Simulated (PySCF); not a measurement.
```xyz
4
charge 0 multiplicity 2, angstrom
W    -0.1865    0.0000   -0.1099
O    -1.1218    1.3954    0.1421
O    -1.1218   -1.3954    0.1421
Cl    2.0093    0.0000    0.4638
```

Computed with UPBE0 in PySCF with W def2-TZVP with ECP60, O def2-TZVP, Cl def2-TZVP; scalar-relativistic core potentials, no spin–orbit coupling; density-fitted integrals.

This geometry of WO2Cl is a stationary point at this level.

Q: What is the point group?

A: Cs.

Q: Is it a minimum?

A: Yes: all harmonic wavenumbers are real.

Q: Which band is strongest in the infrared?

A: 1007 cm⁻¹ (a''), 192 km/mol.

Q: Give the ideal-gas entropy at 298.15 K and 1 bar by parts.

A: translation 177.8, rotation 111.1, vibration 35.1, spin 5.8; total 329.6 J/(mol K).

Only a few start shapes were tried, so a lower isomer may exist. With open d or f shells other occupations or spin states may lie lower. No spin–orbit coupling is included, which matters more the heavier the element.
